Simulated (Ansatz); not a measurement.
Relaxation of F₂H₄SSi (8 atoms, charge 0, multiplicity 1), to a largest force component of 0.03 eV/Å in at most 50 steps.

Method: RHF/def2-SVP (Ansatz 0.2.0).

```xyz
8
Properties=species:S:1:pos:R:3:forces:R:3
Si 0.295 0.049 -0.144 0.42 -0.02 -0.36
F 0.119 -0.150 1.432 0.22 -0.07 0.24
H 1.734 0.005 -0.419 0.00 -0.01 0.00
F -0.216 1.514 -0.504 -0.04 0.07 -0.02
H -0.449 -0.973 -0.871 0.01 0.00 -0.01
S -2.926 0.068 0.854 0.28 -0.08 0.75
H -3.239 -1.232 0.882 0.03 0.05 0.03
H -1.969 -0.026 1.827 -0.92 0.06 -0.63
```

Q: Where does it end, and by what steps?

A: The forces met the threshold. The force dipped under the threshold on the way, but the program's further checks kept it going. After 32 steps the energy has fallen by 0.177 eV; H8 moved furthest, 1.42 Å.

```
step  energy less start (eV)  largest force component (eV/Å)  accepted
   0                  0.0000                           0.922       yes
   2                 -0.1266                           0.364       yes
   4                 -0.1486                           0.199       yes
   6                 -0.1532                           0.013       yes
   8                 -0.1539                           0.087       yes
  10                 -0.1538                           0.194        no
  12                 -0.1548                           0.108       yes
  14                 -0.1560                           0.077       yes
  16                 -0.1569                           0.047       yes
  18                 -0.1587                           0.204       yes
  20                 -0.1619                           0.249       yes
  22                 -0.1582                           0.651        no
  24                 -0.1697                           0.201       yes
  26                 -0.1736                           0.143       yes
  28                 -0.1747                           0.070       yes
  30                 -0.1765                           0.051       yes
  32                 -0.1769                           0.014       yes
```

```xyz
8
Properties=species:S:1:pos:R:3
Si 0.442 -0.054 -0.210
F 0.260 -1.028 1.046
H 1.876 0.141 -0.432
F -0.196 1.355 0.199
H -0.268 -0.601 -1.363
S -3.302 -0.399 0.850
H -2.566 -0.991 1.793
H -2.899 0.831 1.175
```

Whether the end is a true minimum wasn't checked by a vibrational analysis.

The run took 27 s on 1 thread of Intel(R) Xeon(R) 6975P-C (Granite Rapids), with other jobs on the host, peak memory 0.15 GiB.
